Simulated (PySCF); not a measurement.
**Excitation energy of Ca by level of theory**

Ca [Ar] 4s2 (1S) → Ca [Ar] 3d2 (3F), as a difference of total energies. All numbers are calculated (PySCF 2.14, scalar relativity by spin-free X2C-1e, in x2c-TZVPPall (6s5p3d, 36 functions)). Correlated levels: valence and next inner shell: [Ne] frozen. The calculations carry no spin-orbit coupling.

```csv
method,excitation energy (eV)
UHF,5.962
MP2 (valence and next inner shell),6.784
SCS-MP2 (valence and next inner shell),6.907
CCSD (valence and next inner shell),6.854
CCSD(T) (valence and next inner shell),6.887
```

How much does correlation contribute at CCSD(T) (valence and next inner shell)?

6.887 − (5.962) = 0.925 eV, measured against UHF.

The upper state lies above the first ionisation limit, where it may autoionise and the basis confines it.
